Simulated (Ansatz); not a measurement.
`C=C[SiH2][GeH3]` + `BN` → `BN[SiH2]C=C` + GeH₄  (cleavage of the Si–Ge bond)

Computed with Ansatz on PBE0-D4/def2-TZVP structures; ΔE is electronic, products minus reactants. CCSD(T)/CBS is the MP2 limit (def2-TZVPP, def2-QZVPP) plus CCSD(T) − MP2 in def2-TZVPP, frozen cores. This one scheme is used for every species. Functionals use def2-TZVPP. B3LYP here is the variant with VWN-RPA as its local correlation; programs differ in this. For Ge outer-core shells are correlated without core-valence functions, which leaves a few kJ/mol of doubt a bond. Scalar relativity is left out up to krypton. Each species was taken in one conformer, which may not be the lowest.

| level | ΔE (kcal/mol) | difference from CCSD(T)/CBS |
| --- | --- | --- |
| PBE-D4 | -2.6 | 4.1 |
| PBE0-D4 | -3.9 | 2.8 |
| B3LYP-D4 | -6.1 | 0.6 |
| ωB97X-V | -6.7 | 0.0 |
| ωB97M-V | -7.2 | -0.5 |
| B2PLYP | -7.0 | -0.3 |
| r2SCAN | -5.2 | 1.5 |
| PBE0 | -3.8 | 2.9 |
| B3LYP | -5.9 | 0.8 |
| MP2/def2-TZVPP | -7.8 | -1.1 |
| SCS-MP2/def2-TZVPP | -8.6 | -1.9 |
| CCSD/def2-TZVPP | -7.4 | -0.7 |
| HF/def2-QZVPP | -11.1 | -4.4 |
| SCS-MP2/def2-QZVPP | -8.7 | -2.0 |
| HF/CBS(def2) | -11.1 | -4.4 |
| MP2/CBS(def2) | -7.5 | -0.8 |
| CCSD(T)/CBS | -6.7 | 0 |

Largest T1 diagnostic among the species: 0.012.

From PBE to PBE0 (25 % exact exchange), in def2-TZVPP and without D4, ΔE moves by −1.4 kcal/mol. In def2-TZVPP, CCSD(T) changes the Hartree–Fock value by +3.6 kcal/mol (the triples alone add +0.4 kcal/mol) and MP2 by +2.8 kcal/mol.
